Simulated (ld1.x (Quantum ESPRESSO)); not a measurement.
## Li (Z = 3): one change to a TM potential, before and after

lithium (Li), norm-conserving Troullier–Martins (Kleinman–Bylander form), made with ld1.x (Quantum ESPRESSO) 7.5 (PBEsol, scalar-relativistic). Core [He], reference 2s1 2p0. Waves: 2p (bound, empty): rc 4.20 bohr; 3d channel at 0.35 Ry: rc 4.60 bohr; 2s (bound): rc 3.25 bohr. Local part: the s channel. Core correction: a·sin(br)/r model core, default radius (core density twice the valence density).

All-electron outer shells of the reference configuration (PBEsol, scalar-relativistic, ld1.x):

| shell | level (eV) | outermost node (bohr) | outermost maximum (bohr) |
| --- | --- | --- | --- |
| 1s | -51.37 | – | 0.36 |
| 2s | -2.82 | 0.84 | 3.16 |
| 2p | -1.06 | – | 3.91 |

Change: wave 2s (bound): rc 3.25 bohr becomes 2s (bound): rc 3.70 bohr.

Cutoffs: the cutoffs (Ry, on a coarse ladder) from which the occupation-weighted sum of valence levels, in a spherical-Bessel basis at the reference potential, stays within 10 and 1 mRy of its value at 400 Ry; they do not see the model core or the augmentation charge, which bear on the density cutoff. Errors are all-electron minus pseudo energies relative to the spin-unpolarised reference configuration.

Question: What does the change do?

Answer: Both files are so soft that the ladder of cutoffs tells neither apart; neither file shows a bound ghost.

```csv
quantity,base,changed
"cutoff, loose",6 Ry,6 Ry
"cutoff, tight",6 Ry,6 Ry
bound ghosts,none,none
"error for 2s0.5 2p0, meV [ΔE 2.01 eV]",+0.7,0.0
"error for 2s0 2p1, meV [ΔE 1.76 eV]",-9.8,-13
s: phases at 4.99 bohr within 0.05 rad from the reference energy up to (Ry; the scan ends near 5),0.5,0.4
p: phases at 4.99 bohr within 0.05 rad from the reference energy up to (Ry; the scan ends near 5),0.6,0.6
d: phases at 4.99 bohr within 0.05 rad from the reference energy up to (Ry; the scan ends near 5),1.6,1.5
```
